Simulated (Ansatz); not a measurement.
Input (CCSDT(Q)/def2-SVP; Ansatz, a first-principles code):

Ansatz 0.2 input:
```yaml
crystal:
  periodic: [false, false, false]
  atoms:
    - {symbol: Sn, position_ang: [-0.02822944, -0.30405459, 0.04233701]}
    - {symbol: F, position_ang: [1.54704045, 0.71771247, -0.43004546]}
    - {symbol: F, position_ang: [-1.33043137, 1.09418945, 0.35508628]}
    - {symbol: H, position_ang: [-0.53800959, -1.10438780, -1.44221766]}
basis:
  gaussian:
    orbitals: def2-SVP
magnetization: {spin_polarized: true, initial_magnetization: 1}
correlation: {method: ccsdt_q, electrons: outside_noble_gas}
```

Output:

```
Functional definition: HF
integrals: 0.08 GiB planned
1166 factors; integrals over basis functions are off by at most 1.5e-7 eV
mean field: 0.30 GiB planned
mean field evaluation 1: about -11225.4511 eV, gradient 2.9e1 eV
mean field evaluation 2: about -11225.5366 eV, gradient 2.9e1 eV
mean field evaluation 4: about -11228.9844 eV, gradient 1.9e0 eV
mean field evaluation 8: about -11229.0709 eV, gradient 2.3e-1 eV
mean field evaluation 16: about -11229.0726 eV, gradient 2.0e-6 eV
mean field -11229.07264370 eV, -412.6608083172 hartree, gradient 2.1e-6 eV, S^2 0.765757; 0 other end points of the search recorded, 0 dependent functions left out
11 core orbitals not correlated, not the lowest: weight in the atoms' cores, before any rotation towards them, 0.751 or more for the frozen orbitals, at most 0.245 for the correlated occupied ones
reference -11229.07264370 eV, -412.6608083172 hartree; 10, 9 occupied and 38, 39 virtual orbitals, 1166 factors
second order -12.17710052 eV of doubles, -0.00000000 eV of singles
coupled cluster: 1.72 GiB planned
cycle   1  -12.05549892 eV  change    1.2e-1 eV  update   1.1e-1
cycle   2  -12.43937662 eV  change   -3.8e-1 eV  update   6.8e-2
cycle   3  -12.68772457 eV  change   -2.5e-1 eV  update   2.8e-2
cycle   4  -12.71307660 eV  change   -2.5e-2 eV  update   1.3e-2
cycle   5  -12.69652446 eV  change    1.7e-2 eV  update   6.5e-3
cycle   6  -12.69480992 eV  change    1.7e-3 eV  update   2.9e-3
cycle   7  -12.69830032 eV  change   -3.5e-3 eV  update   1.7e-3
cycle   8  -12.69906201 eV  change   -7.6e-4 eV  update   8.2e-4
cycle   9  -12.69847362 eV  change    5.9e-4 eV  update   4.5e-4
cycle  10  -12.69855119 eV  change   -7.8e-5 eV  update   1.9e-4
cycle  11  -12.69850654 eV  change    4.5e-5 eV  update   1.1e-4
cycle  12  -12.69840960 eV  change    9.7e-5 eV  update   5.8e-5
cycle  13  -12.69842777 eV  change   -1.8e-5 eV  update   2.5e-5
cycle  14  -12.69844491 eV  change   -1.7e-5 eV  update   1.5e-5
cycle  15  -12.69843289 eV  change    1.2e-5 eV  update   9.0e-6
cycle  16  -12.69842862 eV  change    4.3e-6 eV  update   5.0e-6
cycle  17  -12.69842808 eV  change    5.4e-7 eV  update   2.7e-6
cycle  18  -12.69842647 eV  change    1.6e-6 eV  update   1.5e-6
perturbative correction -0.03411102 eV, -0.0012535567 hartree
Total energy: -11241.80518119 eV, -413.1287204395 hartree
```
